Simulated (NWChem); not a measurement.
System: C$_{3}$H$_{5}$Br; SMILES C=C(C)Br

The following NWChem deck was run.

```
start job
memory heap 200 mb stack 900 mb global 1100 mb
geometry units angstroms noautosym nocenter noautoz
  C      1.309892    -1.528559     0.000000
  C      0.113003    -0.943809     0.000000
  C     -1.211093    -1.628176     0.000000
  Br     0.000407     0.956740     0.000000
  H      2.239049    -0.956894     0.000000
  H      1.373598    -2.620470     0.000000
  H     -1.800039    -1.343433     0.885922
  H     -1.076627    -2.719620     0.000000
  H     -1.800039    -1.343433    -0.885922
end
basis spherical
  * library def2-svp
end
dft
  xc hfexch
  iterations 150
end
property
  efieldgrad
end
task dft property
```

Geometry: optimised at PBE0/def2-SVP.

Vzz is the largest principal value of the second derivative of the potential at the nucleus (NWChem prints the opposite sign); η is the asymmetry. Non-relativistic.

Atoms are numbered as in the input.

### Question
What results follow from this input? (Hartree-Fock/def2-SVP.) Quantities: Vzz Br4 (a.u.); η Br4.

### Answer
The vzz Br4 (a.u.) is 6.699 and the η Br4 comes out as 0.06.
